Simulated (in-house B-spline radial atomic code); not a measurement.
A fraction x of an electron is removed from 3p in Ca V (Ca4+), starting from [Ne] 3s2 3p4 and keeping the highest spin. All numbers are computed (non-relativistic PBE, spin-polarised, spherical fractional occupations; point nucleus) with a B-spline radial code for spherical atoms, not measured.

```
   x  E(x) - E(0) (eV)  3p down level (eV)
   0            0.0000             -75.538
0.11            8.4115             -77.400
0.17           13.0860             -78.417
 0.3           23.4236             -80.624
0.39           30.7486             -82.155
 0.5           39.8886             -84.027
0.55           44.1113             -84.879
0.74           60.5460             -88.118
0.87           72.1453             -90.333
0.91           75.7723             -91.015
   1           84.0326                   -
```

The exact functional would give a straight line between the two integer points. Deviations E(x) - E(0) - x[E(1) - E(0)], in eV: -0.832 at x = 0.11, -1.2 at x = 0.17, -1.786 at x = 0.3, -2.024 at x = 0.39, -2.128 at x = 0.5, -2.107 at x = 0.55, -1.638 at x = 0.74, -0.963 at x = 0.87, -0.697 at x = 0.91.

The curve lies below the straight line by up to 2.128 eV (at x = 0.5): convex, the delocalisation error that favours fractional charges.

How well does Slater's transition state (minus the level at half occupation) give the ionisation energy?

It gives 84.027 eV against 84.033 eV from the two total energies; NIST lists 84.34 eV, ground level to ground level.
